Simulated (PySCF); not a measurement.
This script is equivalent to a calculation on F²⁺ (fluorine, charge +2).

```python
from pyscf import gto, scf, dft, mp, cc
import basis_set_exchange as bse
mol = gto.M(atom="F 0 0 0", charge=2, spin=3, symmetry="D2h",
            basis=gto.basis.parse(bse.get_basis("aug-cc-pVDZ", elements=["F"], fmt="nwchem", header=False)))
mf = dft.UKS(mol, xc="M062X")
mf.irrep_nelec = {'Ag': (2, 2), 'B1u': (1, 0), 'B2u': (1, 0), 'B3u': (1, 0)}
mf.kernel()
```

**Question.** What total energy does it give?

**Answer.** -97.772 hartree (calculated).

**Question.** Which occupied shell lies highest, and where?

**Answer.** 2p α, at -57.481 eV.

**Question.** What is ⟨S²⟩, and what would a pure spin state give?

**Answer.** 3.752, against 3.75.
